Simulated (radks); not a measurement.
Results of a calculation; reference values are marked as such.
Q: All-electron atom: Nb33+ in [He] 2s2 2p4 (the NIST ground configuration). Code: a radial shooting solver on a logarithmic mesh with Libxc functionals. Model: Dirac Kohn-Sham, exchange-only PBE, spin-unpolarised, spherical densities, finite nucleus; open shells fill j = l - 1/2 first; Fermi nuclear charge, rms radius 4.324 fm. Some entries of the table are withheld. Estimate them.

orbital  occ.  eigenvalue (eV)  <1/r> (bohr^-1)  <r> (bohr)
1s1/2       2        -20970.73            42.46     0.03602
2s1/2       2              (1)              (2)      0.1520
2p1/2       2              (3)              (4)         (5)
2p3/2       2              (6)              (7)         (8)

A: 
(1) 2s1/2 eigenvalue (eV): -4546.211
(2) 2s1/2 <1/r> (bohr^-1): 10.02
(3) 2p1/2 eigenvalue (eV): -4382.898
(4) 2p1/2 <1/r> (bohr^-1): 9.960
(5) 2p1/2 <r> (bohr): 0.1287
(6) 2p3/2 eigenvalue (eV): -4277.694
(7) 2p3/2 <1/r> (bohr^-1): 9.516
(8) 2p3/2 <r> (bohr): 0.1328
